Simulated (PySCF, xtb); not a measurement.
Pt(Cl)(CO)2 (C₂ClO₂Pt), SMILES [Cl][Pt+](<-[C-]#[O+])<-[C-]#[O+], charge +1, multiplicity 1.

GFN2-xTB (xtb) at its own geometry gives an orbital gap of 2.66 eV.

The structure is a stationary point at PBE0-D3(BJ)/def2-SVP. The geometry has at least one imaginary mode, so it is a saddle point at that level. The multiplicity is an assumed one; other spin states were not compared. The isomer is the one that the SMILES or the coordinates give; other isomers of the formula were not compared. The def2 effective core potentials stand for the cores of Pt; spin–orbit coupling is left out.

Task: What does CAM-B3LYP/def2-TZVP (PySCF) give? (Estimate from the structure and the level; the computed values follow.)

Result: gap 6.39 eV (levels -15.43 and -9.04 eV).
